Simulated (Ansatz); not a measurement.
`COC(F)(F)CF` + H–F → `FCC(F)(F)F` + CH₃OH  (substitution at a C–O bond)

Calculated with Ansatz (gas phase, PBE0-D4/def2-TZVP geometries, no zero-point term in ΔE). CCSD(T)/CBS adds triple-zeta CCSD(T) − MP2 to the extrapolated MP2 energy (def2 sets, frozen cores). This one scheme is used for every species. Functionals use def2-TZVPP. Each species was taken in one conformer, which may not be the lowest.

(1) Is it downhill or uphill in electronic energy at CCSD(T)/CBS, and by how much? (Best estimate.)

(2) What do these levels give: r2SCAN-D4, PBE, CAM-B3LYP, MP2/def2-TZVPP, CCSD(T)/def2-TZVPP, MP2/CBS(def2)? (Estimate.)

Largest T1 diagnostic among the species: 0.011.

## Answers

(1) Computed: Uphill: ΔE = +6.6 kcal/mol.

(2) The calculation gave: r2SCAN-D4 4.1, PBE 2.9, CAM-B3LYP 3.5, MP2/def2-TZVPP 6.8, CCSD(T)/def2-TZVPP 5.8, MP2/CBS(def2) 7.5 kcal/mol.

From BLYP to BHLYP (50 % exact exchange), in def2-TZVPP and without D4, ΔE moves by +1.3 kcal/mol. The D4 term adds +1.8 kcal/mol with B3LYP and +1.0 kcal/mol with PBE0; it sums over pairs of atoms, weighted by their polarisabilities, and B3LYP, whose exchange is more repulsive, gets the larger term. At CCSD(T), def2-SVP lies −1.8 kcal/mol from the extrapolated value and def2-TZVPP −0.8 kcal/mol.

B3LYP here is the variant with VWN-RPA as its local correlation; programs differ in this.
